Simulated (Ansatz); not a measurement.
Sn₁₄H₁₈Cl₂, a nanocrystal cut from the lattice of tin (2 of the caps Cl), 34 atoms. Hardware: 2 threads of AMD EPYC 7R13 on a shared host and a share (18 GiB) of an NVIDIA H100 80GB HBM3.

In the def2 sets Sn takes a core potential; there is no spin–orbit coupling. Correlated methods freeze 66 core orbitals; core or outer-core shells of Sn are correlated, in sets that lack core-valence functions. Single mean-field runs in def2-SVP are fitted with def2-universal-jkfit.

**Question.** How many basis functions does each of these Ansatz runs have, and roughly what does it cost? PBE0-D4/def2-SVP, charge 0 singlet, energy and forces, from earlier orbitals; r2SCAN-D4/def2-SVP, charge -1 doublet, relaxation, 28 steps; B97M-V/def2-SVP, charge 0 singlet, energy, from earlier orbitals; PBE0-D4/def2-SVP, charge 1 doublet at the geometry of the charge 0 singlet, energy; r2SCAN0-D4/def2-SVP, charge 0 singlet, energy, from earlier orbitals; r2SCAN-D4/def2-SVP, charge 0 singlet, energy and forces, from earlier orbitals; PBE0-D4/def2-SVP, charge 0 triplet at the geometry of the charge 0 singlet, energy; RPA@PBE/def2-SVP, charge 0 singlet, energy, from earlier orbitals; PBE-D4/def2-SVP, charge -1 doublet, energy, from earlier orbitals; PBE0-D4/def2-SVP, charge -1 doublet, energy, from earlier orbitals; PBE-D4/def2-SVP, charge -1 doublet at the geometry of the charge 0 singlet, energy, from earlier orbitals; MP2/def2-SVP, charge 0 singlet, energy, from earlier orbitals.

**Answer.** Other jobs shared the machine, so times can vary by a factor of up to 3.

| run | functions | fitting or Cholesky vectors | wall time | peak host memory (GiB) |
| --- | --- | --- | --- | --- |
| PBE-D4/def2-SVP, charge -1 doublet at the geometry of the charge 0 singlet, energy, from earlier orbitals | 490 | 3632 | 6.5 s | 1.2 |
| r2SCAN0-D4/def2-SVP, charge 0 singlet, energy, from earlier orbitals | 490 | 3632 | 8.5 s | 1.1 |
| r2SCAN-D4/def2-SVP, charge 0 singlet, energy and forces, from earlier orbitals | 490 | 3632 | 11 s | 1.2 |
| PBE-D4/def2-SVP, charge -1 doublet, energy, from earlier orbitals | 490 | 3632 | 11 s | 1.2 |
| PBE0-D4/def2-SVP, charge -1 doublet, energy, from earlier orbitals | 490 | 3632 | 12 s | 1.2 |
| PBE0-D4/def2-SVP, charge 0 singlet, energy and forces, from earlier orbitals | 490 | 3632 | 12 s | 2.3 |
| B97M-V/def2-SVP, charge 0 singlet, energy, from earlier orbitals | 490 | 3632 | 13 s | 1.4 |
| MP2/def2-SVP, charge 0 singlet, energy, from earlier orbitals | 490 | 6022 | 15 s | 1.4 |
| RPA@PBE/def2-SVP, charge 0 singlet, energy, from earlier orbitals | 490 | 6022 | 19 s | 3.5 |
| PBE0-D4/def2-SVP, charge 1 doublet at the geometry of the charge 0 singlet, energy | 490 | 3632 | 20 s | 1.2 |
| PBE0-D4/def2-SVP, charge 0 triplet at the geometry of the charge 0 singlet, energy | 490 | 3632 | 29 s | 1.2 |
| r2SCAN-D4/def2-SVP, charge -1 doublet, relaxation, 28 steps | 490 | 3632 | 3.7 min | 1.2 |
